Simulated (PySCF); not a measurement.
**Xe (xenon, neutral) across methods**

[Kr] 4d10 5s1 5p6 6s1, high-spin 3S determinant (an excited configuration). Calculation: PySCF 2.14, in aug-cc-pV5Z-PP with ECP28MDF (8s8p6d4f3g2h, 139 functions); a scalar-relativistic core potential.

| method | E (hartree) | mean ε 5p α (eV) | mean ε 5p β (eV) | mean ε 6s α (eV) | Σ⟨r²⟩ (bohr²) | ⟨S²⟩ |
| --- | --- | --- | --- | --- | --- | --- |
| BLYP | -328.5510 | -12.417 | -11.724 | -1.981 | 82.18 | 2.001 |
| PBE0 | -328.5894 | -14.200 | -12.908 | -2.536 | 82.96 | 2.001 |
| M06-L | -328.7538 | -12.809 | -11.817 | -2.027 | 83.46 | 2.003 |
| revPBE | -328.6426 | -12.699 | -11.889 | -2.094 | 82.89 | 2.001 |
| LDA | -328.1546 | -12.769 | -12.080 | -2.252 | 81.66 | 2.000 |
| r2SCAN | -328.7025 | -13.277 | -12.249 | -2.194 | 83.17 | 2.003 |
| PBE | -328.5851 | -12.697 | -11.902 | -2.124 | 82.46 | 2.000 |
| UHF | -327.45309 | -17.775 | -14.697 | -3.353 | 85.70 | 2.009 |

Energies and moments cover only the electrons outside the core potential. The outer electron is Rydberg-like, and this basis confines it to a smaller radius and binds it less than a complete one would.
